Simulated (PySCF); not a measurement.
Compound: C₅H₇NOSi.
Structure used (GFN2-xTB), in Å, numbered top down from 1:
```
atom  x, y, z in Å
N1     3.487   -0.380    0.362
C2     2.399   -0.319    0.017
C3     1.020   -0.220   -0.399
C4     0.508    1.185   -0.172
C5    -0.780    1.471   -0.025
Si6   -2.049    0.082   -0.035
O7    -1.144   -1.279   -0.073
C8     0.188   -1.288    0.338
H9     0.975   -0.440   -1.476
H10    1.274    1.952   -0.156
H11   -1.063    2.503    0.125
H12   -2.841    0.137    1.195
H13   -2.823   -0.002   -1.266
H14    0.254   -1.110    1.419
H15    0.591   -2.284    0.123
```

Method used: PySCF 2.14.0, density-fitted response routines, TDDFT B3LYP/def2-SVPD, vertical, gas phase, core orbitals frozen in the response.

Kohn–Sham orbitals with the atoms that hold most of them (Löwdin shares over 4%, at most four atoms; ? is withheld):

| orbital | ε (eV) | atoms |
| --- | --- | --- |
| HOMO-3 | -9.50 | N1 45%, C2 34%, C3 6% |
| HOMO-2 | -8.61 | O7 34%, C5 13%, C8 9%, Si6 9% |
| HOMO-1 | -8.27 | ? |
| HOMO | -8.08 | ? |
| LUMO | ? | C4 32%, C5 28%, Si6 10%, C3 7% |
| LUMO+1 | -0.19 | Si6 32%, H12 10%, O7 10%, H13 9% |
| LUMO+2 | 0.06 | Si6 20%, N1 12%, C2 12%, C5 9% |

Question: Give the leading atoms of the HOMO.

Answer: C5 (bonded to C, Si and H) 33%; C4 (bonded to 2 C and H) 29%; C3 (bonded to 3 C and H) 7%; Si6 (bonded to C, O and 2 H) 6%. By element: carbon 69% or more, silicon 6%.

Question: Give the leading atoms of the HOMO-1.

Answer: O7 (bonded to C and Si) 40%; Si6 (bonded to C, O and 2 H) 12%; H12 (bonded to Si) 10%; C5 (bonded to C, Si and H) 7%.

Question: What is the LUMO energy, and the HOMO–LUMO gap?

Answer: ε(LUMO) = -1.24 eV; the gap is 6.84 eV (0.2515 hartree).

Question: How does S1 compare with the orbital gap of 6.84 eV?

Answer: S1 is at 5.93 eV (f = 0.0057), 0.92 eV below the gap, made of HOMO-1→LUMO (68%), HOMO→LUMO (20%), HOMO-2→LUMO (11%). Its leading pair isn't HOMO and LUMO; the energies of that pair differ by 7.03 eV. 

Question: One configuration dominates each of S4, S5 and S8. Which, and how do the shares of the two leading atoms of either orbital change from the occupied to the empty one?

Answer: 
- S4 (6.93 eV, f 0.0079), HOMO→LUMO+1 (96%): C5 33% → at most 9%, C4 29% → at most 9%, Si6 6% → 32%, H12 at most 6% → 10%
- S5 (6.99 eV, f 0.0019), HOMO-1→LUMO+1 (95%): O7 40% → 10%, Si6 12% → 32%, H12 10% → 10%
- S8 (7.39 eV, f 0.0019), HOMO-2→LUMO+1 (88%): O7 34% → 10%, C5 13% → at most 9%, Si6 9% → 32%, H12 at most 10% → 10%

Löwdin shares depend on the basis, the more so with diffuse functions.

One conformer stands for the species.
